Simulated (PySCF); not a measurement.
AlOF, SMILES [F][Al]=[O]. Atoms are numbered in the order given.

```xyz
3

Al     0.0000     0.0000    -0.0650
O      0.0000     0.0000    -1.6623
F      0.0000     0.0000     1.5715
```
Charge 0, spin multiplicity 1.

Coordinates come from a B3LYP-D3(BJ)/def2-TZVP optimisation.

Two levels are set side by side: PBE/pcSseg-2 (PySCF) and HF/pcSseg-2 (PySCF). GIAO shifts against CFCl3 (¹⁹F), H2O (¹⁷O) at the same level; non-relativistic, no solvent, atoms listed together averaged. Differences are taken from unrounded values.

```csv
quantity,HF,PBE,PBE minus HF
δ(¹⁷O) of O2 (ppm),54.9,97.3,42.4
δ(¹⁹F) of F3 (ppm),-162.9,-217.4,-54.5
```

Rough cost on one machine, each run with all the roots and properties that it gave: HF against PBE within a factor of 2.
